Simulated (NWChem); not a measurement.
System: C3H4N2; SMILES C/C=N/C#N

```xyz
9

C     -0.1246    -2.2506     0.0000
C      0.3414    -0.8455     0.0000
N     -0.4804     0.1343     0.0000
C     -0.0497     1.3949     0.0000
N      0.2215     2.5266     0.0000
H      0.2729    -2.7792    -0.8824
H      0.2729    -2.7792     0.8824
H     -1.2209    -2.2979     0.0000
H      1.4336    -0.6732     0.0000
```
Atoms are numbered in this order, from 1.

All runs: NWChem. Geometry: optimised at PBE0/def2-SVP. Atomic charges in e: unrestrained fits to the electrostatic potential beside Mulliken populations; buried atoms are poorly determined by the fit.

Estimate the computed values for B3LYP/def2-SVP. Quantities: ESP C1; Mulliken C1; ESP C2; Mulliken C2; ESP N3; Mulliken N3; ESP C4; Mulliken C4; ESP N5; Mulliken N5; relative RMS misfit of the potential (%).

The ESP C1 is -0.17. The Mulliken C1 is 0.07. The ESP C2 is 0.42 and the Mulliken C2 is -0.03. The ESP N3 is -0.50 and the Mulliken N3 is -0.09. The ESP C4 comes out as 0.57 and the Mulliken C4 is -0.21. The ESP N5 comes out as -0.52. The Mulliken N5 is 0.08 and the relative RMS misfit of the potential (%) is 17.
